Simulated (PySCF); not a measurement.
# Multinuclear NMR of C$_{6}$H$_{10}$N$_{2}$Si

Structure with atom numbers: `[CH2:1]=[CH:2]/[C:3]([CH3:4])=[N:5]\[C@@H:6]([SiH3:7])[C:8]#[N:9]`. Hydrogens are named by the atom that carries them. Ha(C1) is cis to C3; Hb(C1) is trans to C3.

Theoretical values (PySCF 2.14.0 with density-fitted response routines): coordinates at the GFN2-xTB level, shielding tensors at PBE0/pcSseg-1 (GIAO). Relativity neglected, one computed conformer, equivalent nuclei averaged, gas phase.

Q: What are the 29Si shifts?

A: 
```csv
atoms,environment,σ (ppm),δ (ppm)
Si7,"silicon bonded to C, 3 H",412.6,-59.2
```

Shieldings were converted by a linear fit to measured shifts: 29Si: δ = 279.94 − 0.822σ (rms 8.9 ppm, 72 shifts, 25.8 ppm with the 6 outliers that the fit left out vs TMS, solution or neat liquid). A few per cent of atoms miss by over 2 rms, more outside the fitted compound classes.

On a 500 MHz spectrometer 29Si resonates near 99.3 MHz, so 1 ppm is 99.3 Hz.

Q: What are the 15N shifts?

A: 
```tsv
atoms	environment	σ (ppm)	δ (ppm)
N5	imine nitrogen	-76.7	-77.4
N9	nitrile nitrogen	-41.9	-109.5
```

Shieldings were converted by a linear fit to measured shifts: 15N: δ = -148.07 − 0.921σ (rms 6.3 ppm, 71 shifts vs CH3NO2, solution or neat liquid). A few per cent of atoms miss by over 2 rms, more outside the fitted compound classes.

On a 300 MHz spectrometer 15N resonates near 30.4 MHz, so 1 ppm is 30.4 Hz.
